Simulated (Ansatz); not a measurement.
A structure relaxed at PBE-D4/def2-SVPD in Ansatz, charge -1, doublet:

```xyz
7

Zn    0.458   -1.347    0.421
Ag    1.562    0.756    1.529
Ag   -1.252    0.547    1.197
Ag   -0.828   -0.185   -1.606
Ag    0.237    2.135   -0.522
Ag    1.976    0.040   -1.201
Ag   -2.152   -1.946    0.183
```

Question: Give its formula and point group.

Answer: ZnAg₆⁻. Point group Cs (tolerance 0.1 Å).

Question: Summarise the bond lengths by kind (pairs closer than 1.2 times the sum of covalent radii, bridged metal pairs left out).

Answer: 10 × Ag–Ag 2.77 to 2.93 Å; 5 × Ag–Zn 2.62 to 2.69 Å.

In the def2 sets Ag takes a core potential; there is no spin–orbit coupling. The highest occupied level of the charge -1 doublet lies above zero (up to 0.11 eV). It is a level of α spin, whose loss leaves a singlet; that state wasn't run at this geometry and level. The electron is either unbound and held by the finite basis, or the level is raised by self-interaction error. The relaxation made no stability test and no search for a lower SCF solution. No other spin state of charge -1 was run. The structure comes from a short search, and lower isomers may exist.
